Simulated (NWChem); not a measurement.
System: C₂H₂N₃, doublet; SMILES n1[c]n[nH]c1

```xyz
7

C      1.1514     0.0256     0.0000
N      0.5095    -1.1160     0.0000
N     -0.7855    -0.6579     0.0000
C     -0.8017     0.6938     0.0000
N      0.4425     1.1617     0.0000
H     -1.5542    -1.3148     0.0000
H     -1.7093     1.2828     0.0000
```
Atoms are numbered in this order, from 1.

Computed with NWChem. Spin-unrestricted. In the optimisation the excess spin sits in a' (Cs, its own frame). Structure relaxed at the B3LYP/6-31G* (spherical d), spin-unrestricted level. No stability test was run on the SCF state.

Problem. Estimate the computed values for RPBE/def2-SVP. Quantities: highest occupied level (eV); lowest empty minus highest occupied level, either spin (eV); dipole (D); <S²>.

Solution. The highest occupied level (eV) is -6.21. The lowest empty minus highest occupied level, either spin (eV) comes out as 2.65. The dipole (D) is 3.79. The <S²> is 0.755.
